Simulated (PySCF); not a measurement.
Ligands exchanged one at a time, B OH-I. All species are isolated molecules in the gas phase. One relaxed conformer stands for each flexible species; it need not be the lowest. Strings in code marks are SMILES.

The four lowest singlet excitations (Tamm–Dancoff). All values below come from PBE-D3(BJ)/def2-TZVP // PBE0-D3(BJ)/def2-TZVP (PySCF 2.14.0). Excitations are Tamm–Dancoff values on a coarser integration grid. The basis has no diffuse functions, so Rydberg states are missing or too high.

```tsv
state	energy (eV)	wavelength (nm)	oscillator strength
S1	3.09	401	0.000
S2	3.79	327	0.000
S3	3.79	327	0.000
S4	4.33	287	0.131
```

Question: Which member gives these states?
A) `IB(I)I`
B) `OB(O)O`
C) `OB(I)I` (H–O–B–I torsion 0°)
D) `OB(O)I` (H–O–B–I torsion 180°, I–B–O–H torsion -180°)

Answer: A, `IB(I)I`
